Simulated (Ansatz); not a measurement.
Species: sum formula SiN2H4F (charge 0, doublet). It need not be the lowest isomer of its formula. SMILES: N[Si](N)F
Coordinates optimised at B3LYP-D3(BJ)/def2-TZVP (Ansatz, an electronic-structure program):
```xyz
8

N     -1.3171    -0.6026     0.5682
Si     0.1617    -0.2736    -0.2419
N      1.3056     0.1039     0.9665
F     -0.2228     0.9360    -1.2476
H     -1.3518    -1.3367     1.2590
H     -2.1884    -0.5272     0.0649
H      2.2958     0.0787     0.7897
H      1.0660     0.6830     1.7590
```
Charge 0, spin multiplicity 2.

Wanted: atomisation energy (electronic, to ground-state atoms), in kcal/mol. Valence correlation only, unless marked. Open shells are spin-unrestricted. No spin-orbit coupling. Non-relativistic. The coupled-cluster limit lacks core correlation, which all-electron functionals hold. CBS marks a two-point X^-3 extrapolation of the correlation energy; Hartree-Fock from the larger set.

```
level                                                program  atomisation energy (kcal/mol)  minus last row
--------------------------------------------  --------------  -----------------------------  --------------
HF/cc-pV(Q+d)Z                                        Ansatz                          467.1          -217.1
PBE-D4/def2-TZVPD                             Ansatz + dftd4                          696.8            12.6
revPBE-D3(BJ)/def2-TZVPD                      Ansatz + dftd3                          674.9            -9.3
PBE0/6-31G*                                           Ansatz                          653.7           -30.5
PBE0-D4/def2-TZVP                             Ansatz + dftd4                          676.2            -8.0
PBE0/def2-TZVP                                        Ansatz                          673.5           -10.7
CAM-B3LYP/def2-TZVPD                                  Ansatz                          686.0             1.8
B2PLYP-D3(BJ)/def2-TZVPD                      Ansatz + dftd3                          676.7            -7.5
B2PLYP/def2-TZVPD                                     Ansatz                          673.9           -10.3
MP2/STO-3G                                            Ansatz                          506.2          -178.0
SCS-MP2/aug-cc-pV(D+d)Z                               Ansatz                          632.3           -51.9
CCSD/6-31G                                            Ansatz                          512.1          -172.1
CCSD/6-31G*                                           Ansatz                          582.8          -101.4
CCSD(T)/aug-cc-pV(D+d)Z                               Ansatz                          619.7           -64.5
CCSD(T)/CBS(aug-cc-pV(T+d)Z,aug-cc-pV(Q+d)Z)          Ansatz                          684.2             0.0
```
